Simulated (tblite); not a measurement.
C8H16FP.
Atom-mapped SMILES: `[CH3:1][CH:2]([CH3:3])[C@@H:4]1[CH2:5][C@H:6]([F:7])[C@H:8]([CH3:9])[PH:10]1` (hydrogens: H11, H12, H13 on C1; H14 on C2; H15, H16, H17 on C3; H18 on C4; H19, H20 on C5; H21 on C6; H22 on C8; H23, H24, H25 on C9; H26 on P10)

Geometry (GFN2-xTB, Å), atoms numbered from 1 in this order:
```
atom  x, y, z in Å
C1    -2.5804   -1.1848    0.1381
C2    -1.7202    0.0470    0.4147
C3    -2.5387    1.3169    0.1984
C4    -0.4736    0.0623   -0.4760
C5     0.4542   -1.1358   -0.2906
C6     1.7718   -0.7476   -0.9465
F7     2.7436   -1.6959   -0.7037
C8     2.1931    0.6293   -0.4132
C9     3.0077    0.5393    0.8740
P10    0.5885    1.5882   -0.1717
H11   -3.4890   -1.1470    0.7348
H12   -2.0484   -2.0991    0.3868
H13   -2.8616   -1.2209   -0.9123
H14   -1.3951    0.0161    1.4619
H15   -1.9340    2.2007    0.4019
H16   -2.8869    1.3711   -0.8307
H17   -3.4037    1.3312    0.8574
H18   -0.7943    0.1041   -1.5259
H19    0.6275   -1.3289    0.7703
H20    0.0536   -2.0418   -0.7455
H21    1.6551   -0.7148   -2.0384
H22    2.7962    1.1454   -1.1683
H23    3.9472    0.0228    0.6865
H24    3.2251    1.5388    1.2465
H25    2.4653   -0.0082    1.6424
H26    0.5759    1.4343    1.2244
```

Computed with GFN2-xTB (tblite): harmonic, unscaled wavenumbers at the GFN2-xTB geometry, gas phase. Errors from tens to a few hundred cm⁻¹ against measured bands are possible. Modes of hydrogen on phosphorus can be 10 to 20 % off. One conformer, not necessarily the lowest.

Harmonic wavenumbers (cm⁻¹): 38.9, 67.3, 115.4, 157.7, 210.8, 221.8, 227.9, 248.1, 283.9, 309.8, 328.5, 345.7, 394.9, 411.3, 444.3, 522.5, 587.0, 687.3, 701.8, 828.8, 858.4, 873.1, 898.8, 948.1, 969.8, 974.2, 985.5, 1007.7, 1042.9, 1058.3, 1061.6, 1088.1, 1126.3, 1138.0, 1146.8, 1163.2, 1180.5, 1218.9, 1228.0, 1247.1, 1290.7, 1293.3, 1303.9, 1313.0, 1324.7, 1344.0, 1406.7, 1407.5, 1420.2, 1480.3, 1486.6, 1489.2, 1492.8, 1495.4, 1502.9, 1508.2, 2224.0, 2888.6, 2897.3, 2911.1, 2926.5, 2979.2, 2996.3, 3003.1, 3021.1, 3023.2, 3029.4, 3030.7, 3032.6, 3033.3, 3038.5, 3047.8.

A = 1844, B = 744.5, C = 588.0 MHz; mass 162.097 u (most abundant isotopes); point group C1, symmetry number 1.

**Question.** What is the zero-point energy?

**Answer.** ½Σν̃ = 48996 cm⁻¹ = 140.09 kcal/mol.

**Question.** What is S at 273.15 K and 1 bar for an ideal gas of classical rigid rotors and harmonic oscillators?

**Answer.** Translation 40.75, rotation 30.11, vibration 31.53: S = 102.4 cal/(mol K).

**Question.** And Cp and H(273.15 K) − H(0)?

**Answer.** Cp = 43.23 cal/(mol K), of which vibrations give 35.28 (their classical limit is 72 R = 143.1); H(273.15 K) − H(0) = 6.89 kcal/mol without the zero-point energy, 4.72 from vibrations.

**Question.** Blend soft modes into free rotors: weight 1/[1 + (100 cm⁻¹/ν̃)⁴] for the oscillator and the rest for a rotor with moment μB/(μ + B), μ = h/(8π²ν), B = 10⁻⁴⁴ kg m². What vibrational entropy results?

**Answer.** 29.29 cal/(mol K) in place of 31.53, which changes −T·S at 273.15 K by +0.61 kcal/mol.

**Question.** Which modes carry the vibrational entropy at 273.15 K?

**Answer.** 38.9 cm⁻¹: 5.14; 67.3 cm⁻¹: 4.06; 115.4 cm⁻¹: 3.01; 157.7 cm⁻¹: 2.41; 210.8 cm⁻¹: 1.88; 221.8 cm⁻¹: 1.79 cal/(mol K); the other 66 give 13.25 together.

Hindered rotation and anharmonicity are outside this model. Other conformers, if any are populated, would add a mixing term that is left out. The structure is chiral; the term R ln 2 for an equal mix with its mirror image is left out.
